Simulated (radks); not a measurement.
Values are calculated unless marked as measured or tabulated.
Ge, 32 electrons, occupied as [Ar] 3d9.5 4s2 4p2 5p0.5 (fractional occupations, a model configuration).

Level of theory: Dirac Kohn-Sham, PBEsol, spin-unpolarised, spherical densities, point nucleus; open shells fill j = l - 1/2 first (a radial shooting solver on a logarithmic mesh with Libxc functionals).

Energy parts (eV):
| part | energy |
|---|---|
| total | -57057.048 |
| kinetic | 58262.888 |
| electron-nucleus | -137519.501 |
| Hartree | 24313.036 |
| exchange-correlation | -2113.470 |

Orbitals (lengths in bohr, moments of r in powers of bohr; r(90%) holds 90 % of the orbital's charge):
| orbital | occ. | eigenvalue (eV) | r(90%) |
|---|---|---|---|
| 1s1/2 | 2 | -10957.25 | 0.0840 |
| 2s1/2 | 2 | -1379.156 | 0.325 |
| 2p1/2 | 2 | -1228.017 | 0.297 |
| 2p3/2 | 4 | -1196.192 | 0.302 |
| 3s1/2 | 2 | -176.1422 | 0.930 |
| 3p1/2 | 2 | -126.2734 | 0.978 |
| 3p3/2 | 4 | -121.9503 | 0.994 |
| 3d3/2 | 4 | -37.3139 | 1.21 |
| 3d5/2 | 5.5 | -36.7090 | 1.22 |
| 4s1/2 | 2 | -15.4408 | 3.02 |
| 4p1/2 | 2 | -6.9118 | 3.93 |
| 4p3/2 | 0 | -6.6661 | 4.00 |
| 4d3/2 | 0 | -0.3273 | 18.9 |
| 4d5/2 | 0 | -0.3269 | 18.9 |
| 5s1/2 | 0 | -1.4640 | 11.8 |
| 5p1/2 | 0.5 | -0.7545 | 15.8 |
| 5p3/2 | 0 | -0.7459 | 15.9 |

The highest occupied level is 5p1/2 at -0.754 eV. The configuration is held as typed, so some empty levels lie below it. Summed over all electrons, <r^2> = 101.9 bohr^2, which gives a Langevin (diamagnetic) susceptibility term of -80.7 x 10^-6 cm^3/mol.
